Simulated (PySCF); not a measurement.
C₂H₅InO, SMILES [InH]([CH]=C)[OH]. Geometry: PBE-D3(BJ)/def2-SVP. The structure was generated by enumeration; whether it is a known compound was not checked. The def2 effective core potentials stand for the cores of In; spin–orbit coupling is left out. Other conformers were not sampled.

Computed equilibrium geometry at PBE-D3(BJ)/def2-SVP (PySCF confirms it by a frequency run) as bond lengths and angles, and its point group (one conformer of several):
point group Cs.
Atoms: In1 H2 C3 C4 H5 H6 H7 O8 H9. Bond lengths (Å): In1–H2 1.727, In1–C3 2.160, In1–O8 2.035, C3–C4 1.347, C3–H5 1.105, C4–H6 1.106, C4–H7 1.105, O8–H9 0.976. Bond angles (°): H2–In1–C3 135.9, H2–In1–O8 110.8, C3–In1–O8 113.3, In1–C3–C4 121.2, In1–C3–H5 120.1, C4–C3–H5 118.7, C3–C4–H6 122.4, C3–C4–H7 122.3, H6–C4–H7 115.3, In1–O8–H9 111.2.
Charge 0, spin multiplicity 1.
